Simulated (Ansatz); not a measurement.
The cluster GaB₇. Total charge 0; singlet. Geometry PBE0-D4/def2-SVP; atoms count from 1.

```xyz
8

Ga   -0.736   -2.200   -0.147
B     1.096    1.399   -0.427
B     0.778   -1.236   -1.078
B    -1.155    0.822    1.246
B    -0.051    1.712    0.638
B    -1.408   -0.640    0.951
B     0.011    0.035    0.001
B     1.465    0.107   -1.186
```

The restricted singlet is unstable towards broken spin symmetry at other levels; at PBE0-D4/def2-TZVP this wasn't settled. The geometry of the singlet was relaxed on an unsound state (restricted singlet, unstable towards broken spin symmetry at other levels and untested here). The structure comes from a short search, and lower isomers may exist.

(1) Estimate the Mulliken populations from the PBE0/def2-TZVP orbitals of Ansatz.

(2) And the Mayer bond orders between bonded heavy atoms (over 0.3)?

Answers

(1) 
```tsv
atom	charge (e)
Ga1	0.11
B2	0.06
B3	-0.02
B4	-0.06
B5	0.06
B6	-0.02
B7	-0.07
B8	-0.06
```
Mulliken values and Mayer orders depend strongly on the basis.

(2) Ga1–B3 0.88 (2.02 Å); Ga1–B6 0.88 (2.02 Å); B2–B5 1.08 (1.60 Å); B2–B7 0.53 (1.80 Å); B2–B8 1.25 (1.54 Å); B3–B7 0.55 (1.84 Å); B3–B8 1.50 (1.51 Å); B4–B5 1.25 (1.54 Å); B4–B6 1.50 (1.51 Å); B4–B7 0.47 (1.88 Å); B5–B7 0.53 (1.80 Å); B6–B7 0.55 (1.84 Å); B7–B8 0.47 (1.88 Å).
